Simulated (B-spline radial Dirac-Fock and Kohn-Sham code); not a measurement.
# Form factor and incoherent scattering function of Pr⁵⁴⁺

System: the Pr⁵⁴⁺ ion, configuration [He] 2s2 2p1.

The computed values come from an atomic code on a B-spline grid: configuration-average Dirac-Fock orbitals. f₀ is the Fourier transform of the spherical electron density, S the Waller-Hartree incoherent function, and s = sin θ/λ.

| s (Å⁻¹) | f₀ | S |
| --- | --- | --- |
| 0 | 5.000 | 0.000 |
| 0.05 | 4.999 | 0.001 |
| 0.1 | 4.998 | 0.004 |
| 0.15 | 4.995 | 0.009 |
| 0.2 | 4.990 | 0.016 |
| 0.25 | 4.985 | 0.025 |
| 0.3 | 4.978 | 0.036 |
| 0.35 | 4.970 | 0.049 |
| 0.4 | 4.961 | 0.064 |
| 0.45 | 4.951 | 0.081 |
| 0.5 | 4.940 | 0.100 |
| 0.6 | 4.914 | 0.142 |
| 0.7 | 4.883 | 0.192 |
| 0.8 | 4.849 | 0.249 |
| 0.9 | 4.810 | 0.311 |
| 1 | 4.767 | 0.379 |
| 1.1 | 4.720 | 0.453 |
| 1.2 | 4.670 | 0.531 |
| 1.4 | 4.559 | 0.699 |
| 1.6 | 4.437 | 0.879 |
| 1.8 | 4.305 | 1.067 |
| 2 | 4.165 | 1.258 |
| 2.5 | 3.795 | 1.729 |
| 3 | 3.417 | 2.156 |
| 3.5 | 3.056 | 2.516 |
| 4 | 2.727 | 2.806 |
| 5 | 2.197 | 3.210 |
| 6 | 1.836 | 3.469 |

f₀ starts at the number of electrons, 5, and has fallen to half at s ≈ 4.43 Å⁻¹. The sum of ⟨r²⟩ over the electrons is 0.03288 bohr².
